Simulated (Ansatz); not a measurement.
Species: C$_{5}$H$_{9}$O, net charge -1, singlet state. It need not be the lowest isomer of its formula. Whether it binds its extra electron was not tested at this geometry. 
Coordinates optimised at B3LYP-D3(BJ)/def2-TZVP (Ansatz, a program for electronic structure):
```
C
H 1 1.1000
H 1 1.1003 2 106.54
C 1 1.5002 2 109.42 3 119.94
C 4 1.3777 1 121.37 2 43.98
O 5 1.2684 4 128.56 1 -0.84
H 4 1.0857 5 119.01 6 -178.53
H 5 1.1230 6 117.68 4 179.71
C 1 1.5391 2 106.70 3 -115.68
H 9 1.0924 1 107.18 2 -66.16
H 9 1.0960 10 106.81 1 116.65
C 9 1.5287 10 110.19 11 119.36
H 12 1.0942 9 110.64 10 60.90
H 12 1.0951 13 107.64 9 123.06
H 12 1.0959 13 107.24 14 115.56
```
Charge -1, spin multiplicity 1.

Basis-set convergence of Hartree-Fock and CCSD correlation energies (hartree) with Ansatz. Correlated levels leave the core frozen unless marked. No spin-orbit coupling. Non-relativistic.

```tsv
basis	functions	E(HF)	E(corr, CCSD)
aug-cc-pVDZ	219	-269.44718	-1.00096
aug-cc-pVTZ	483	(withheld)	(withheld)
```

**Question.** What belongs in the gaps?

**Answer.** 
- aug-cc-pVTZ, E(HF): -269.51103
- aug-cc-pVTZ, E(corr, CCSD): -1.16868
